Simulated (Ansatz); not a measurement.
Ideal-gas functions of CSTe (`S=C=[Te]`) at 600 K and 1 bar, from an Ansatz frequency run at PBE0-D4/def2-TZVP.

Molar mass 171.68 g/mol, point group C∞v (symmetry number 1), electronic degeneracy 1, moments of inertia 320.256 u Å². Harmonic wavenumbers (cm⁻¹, unscaled): 326, 326, 443, 1425.

Use S(trans) = R[1.5 ln M + 2.5 ln T − 1.1517]; rotational temperatures θ = 24.2544 K / I; S(rot) = R[ln(T/σθ) + 1]; for each mode x = 1.438777 ν̃/T, S = R[x/(eˣ − 1) − ln(1 − e⁻ˣ)] and H = RT x/(eˣ − 1); 1 cm⁻¹ = 0.0119627 kJ/mol; R = 8.31446 J/(mol·K).

Task: By hand: the entropy, in J/(mol·K).

Result: Translation 187.6. Rotation: θ = 0.0757 K, giving 83.0. Vibration, mode by mode: 10.57, 10.57, 8.19, 1.24, in all 30.6. Electronic 0.0. Sum 301.2 J/(mol·K).

Task: By hand: H − E and G − E in kJ/mol, counted from the electronic energy.

Result: Zero-point energy ½ × 2520 × 0.0119627 = 15.1; thermal vibration 10.0; translation, rotation and pV give 3.5 RT = 17.5. H − E = 42.6 kJ/mol, and G − E = 42.6 − 600 × 301.2/1000 = -138.1 kJ/mol.

Vibration gives 10 % of the entropy.
